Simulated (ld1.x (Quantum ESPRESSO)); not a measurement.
# Cutoff test, Sc (Z = 21), PAW

* Element: Sc (Z = 21)
* Generator: ld1.x (Quantum ESPRESSO) 7.5
* Type: PAW
* Functional: LDA (PZ)
* Relativity: scalar-relativistic
* Frozen core: [Ar]
* Valence charge: 3
* Reference configuration: 3d1 4s1.75 4p0.25
* Partial waves: 4s (bound): rcut 2.95, rcutus 3.25 bohr; 4s channel at 0.65 Ry: rcut 2.95, rcutus 3.25 bohr; 4p (bound): rcut 3.70, rcutus 4.30 bohr; 4p channel at 3.55 Ry: rcut 3.70, rcutus 4.30 bohr; 3d (bound): rcut 2.85, rcutus 3.05 bohr; 3d channel at 2.7 Ry: rcut 2.85, rcutus 3.05 bohr
* Local potential: all-electron potential smoothed inside 3.20 bohr (lloc = -1)
* Core correction: a·sin(br)/r model core inside 1.95 bohr
* Augmentation charge: PSQ, inside the norm-conserving radii

The pseudo-atom Hamiltonian at the reference potential is diagonalised in spherical Bessel functions j_l(qr) that vanish at 20 bohr, with q² up to the cutoff. All-electron valence levels (Ry): 4s -0.3300, 4p -0.1238, 3d -0.2736.

**Question.** How do the lowest levels (Ry) of each channel move with the cutoff, and are there ghosts?

**Answer.**

```csv
cutoff (Ry),s #1,s #2,p #1,d #1,d #2,f #1,Σ f·Δε (mRy)
8,-0.3300,-0.0076,-0.1238,-0.2589,0.0389,0.0941,14.7
10,-0.3300,-0.0076,-0.1238,-0.2728,0.0380,0.0941,0.8
12,-0.3300,-0.0076,-0.1238,-0.2733,0.0379,0.0941,0.3
15,-0.3300,-0.0076,-0.1238,-0.2734,0.0379,0.0941,0.2
400,-0.3300,-0.0076,-0.1238,-0.2736,0.0379,0.0941,0.0
```

Result: no extra level below or beside the all-electron valence levels (s, p, d, f tested); 10 mRy is reached at 10 Ry and 1 mRy at 10 Ry.

Test run stopped at test 6 of 9 (negative rho).
